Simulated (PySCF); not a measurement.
A series of related molecules.

All values: PBE0/def2-SVPD (PySCF) at GFN2-xTB geometries, gas phase, one conformer each. Core orbitals are frozen in the response; Δα² is half the sum of the squared differences of the principal polarisabilities.

Problem. Rank by dipole moment, lowest first.
A. `C#CC1=NN(C)N=C1`
B. `[CH3:1][S:2][c:3]1[cH:4][n:5][n:6]([CH3:7])[n:8]1` with C1–S2–C3–C4 -179°
C. `[CH3:1][CH2:2][c:3]1[cH:4][n:5][n:6]([CH3:7])[n:8]1` with C1–C2–C3–C4 -78°

Solution. C (0.33 D), A (0.95 D), B (1.97 D).

Problem. Rank by mean static polarisability, highest first.
A. `Cn1ncc(Cl)n1`
B. `CCc1cnn(C)n1`
C. `n1n(nc(F)c1)C`
D. `CSc1cnn(C)n1`

Solution. D (13.22 Å³), B (11.79 Å³), A (10.20 Å³), C (8.14 Å³).

Problem. Rank by HOMO–LUMO gap, highest first.
A. `Cn1ncc(Cl)n1`
B. `c1c(nn(n1)C)F`
C. `C#Cc1cnn(C)n1`
D. `CSC1=NN(C)N=C1`

Solution. B (7.29 eV), A (7.02 eV), C (6.43 eV), D (6.05 eV).

All values together:

```json
{"SMILES": "Cn1ncc(F)n1", "change": "parent", "formula": "C3H4FN3", "μ (D)": "1.97", "HOMO (eV)": "-7.70", "LUMO (eV)": "-0.41", "α (Å³)": "8.14", "Δα (Å³)": "4.40", "electrons": "52", "α per electron (Å³)": "0.157"}
{"SMILES": "CCc1cnn(C)n1", "change": "F replaced by C2H5", "formula": "C5H9N3", "μ (D)": "0.33", "HOMO (eV)": "-7.25", "LUMO (eV)": "0.02", "α (Å³)": "11.79", "Δα (Å³)": "5.59", "electrons": "60", "α per electron (Å³)": "0.196"}
{"SMILES": "C#Cc1cnn(C)n1", "change": "F replaced by ethynyl", "formula": "C5H5N3", "μ (D)": "0.95", "HOMO (eV)": "-7.18", "LUMO (eV)": "-0.75", "α (Å³)": "11.83", "Δα (Å³)": "9.71", "electrons": "56", "α per electron (Å³)": "0.211"}
{"SMILES": "CSc1cnn(C)n1", "change": "F replaced by SCH3", "formula": "C4H7N3S", "μ (D)": "1.97", "HOMO (eV)": "-6.22", "LUMO (eV)": "-0.17", "α (Å³)": "13.22", "Δα (Å³)": "7.29", "electrons": "68", "α per electron (Å³)": "0.194"}
{"SMILES": "Cn1ncc(Cl)n1", "change": "F replaced by Cl", "formula": "C3H4ClN3", "μ (D)": "1.89", "HOMO (eV)": "-7.50", "LUMO (eV)": "-0.48", "α (Å³)": "10.20", "Δα (Å³)": "6.22", "electrons": "60", "α per electron (Å³)": "0.170"}
```

Conformers: `[CH3:1][CH2:2][c:3]1[cH:4][n:5][n:6]([CH3:7])[n:8]1` with C1–C2–C3–C4 -78°; `[CH3:1][S:2][c:3]1[cH:4][n:5][n:6]([CH3:7])[n:8]1` with C1–S2–C3–C4 -179°.

Problem. Give the shifts from the parent, `Cn1ncc(F)n1`.

Solution. 
```
       SMILES  change in μ (D)  change in HOMO (eV)  change in LUMO (eV)  change in mean α (Å³)
 CCc1cnn(C)n1            -1.64                +0.45                +0.43                  +3.65
C#Cc1cnn(C)n1            -1.02                +0.52                -0.34                  +3.69
 CSc1cnn(C)n1             0.00                +1.48                +0.24                  +5.08
 Cn1ncc(Cl)n1            -0.08                +0.20                -0.07                  +2.06
```
